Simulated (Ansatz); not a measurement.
System: sum formula H$_{3}$SiO, net charge 1, singlet state. It need not be the lowest isomer of its formula. 
Structure (B3LYP-D3(BJ)/def2-TZVP (Ansatz, a quantum-chemistry and plane-wave program) minimum search):
```xyz
5

Si     0.0725    -0.5300     0.0468
O     -0.2154     1.0068    -0.0900
H     -1.1321    -1.3548     0.1025
H      1.4469    -1.0376     0.1086
H      0.3927     1.7583    -0.1471
```
Charge +1, spin multiplicity 1.

Basis-set convergence of Hartree-Fock and CCSD correlation energies (hartree) with Ansatz. Correlated levels leave the core frozen unless marked. No spin-orbit coupling. No relativistic terms.

```
basis        functions       E(HF)  E(corr, CCSD)
-----------  ---------  ----------  -------------
cc-pV(D+d)Z         52  -365.28910       -0.29237
cc-pV(T+d)Z        111  -365.33653       -0.35895
cc-pV(Q+d)Z        209  -365.34659       -0.38197
```

Extrapolating the two largest sets (X = 3 and 4) as X^-3: E(corr) = (64·(-0.38197) - 27·(-0.35895))/37 = -0.3988 Eh, an estimate of the basis-set limit. The largest set recovers 95.8 % of it, the smallest 73.3 %.
